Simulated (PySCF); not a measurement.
All of these have the formula C5H9ClOSi. The calculation used TDDFT B3LYP/def2-SVPD, vertical, gas phase, core orbitals frozen in the response (PySCF 2.14.0, density-fitted response routines). Geometries: GFN2-xTB; one conformer of each isolated species. Triplets are in the Tamm–Dancoff approximation. 'Strongest' means the level of largest summed f among the lowest 8 singlets; it needn't be the same kind of state in each.

Problem. Rank by computed lowest singlet excitation energy, lowest first.
A. `C=CCC([SiH2]CCl)=O`
B. `CC/C(=C/[SiH3])C(=O)Cl`
C. `O=C(Cl)[C@H]1C[C@H]([SiH3])C1`
D. `O=C[C@@H]1C[SiH2][C@H](Cl)C1`

Solution. A (3.35 eV), B (4.15 eV), D (4.34 eV), C (5.12 eV).

| SMILES | S1 (eV) | α (au) | f (strongest) | first f ≥ 0.01 (nm) | T1 (eV) | HOMO (eV) | S1 mainly |
| --- | --- | --- | --- | --- | --- | --- | --- |
| C=CCC(=O)[SiH2]CCl | 3.35 | 105.0 | 0.05 | 232 | 2.75 | -6.75 | H→L (95%) |
| CC/C(=C/[SiH3])C(=O)Cl | 4.15 | 106.9 | 0.18 | 244 | 3.26 | -8.10 | H-1→L (94%) |
| O=C[C@@H]1C[SiH2][C@H](Cl)C1 | 4.34 | 96.6 | 0.04 | 196 | 3.77 | -7.21 | H→L (93%) |
| O=C(Cl)[C@H]1C[C@H]([SiH3])C1 | 5.12 | 101.7 | 0.10 | 187 | 4.62 | -8.17 | H→L (65%) |

H and L stand for HOMO and LUMO.
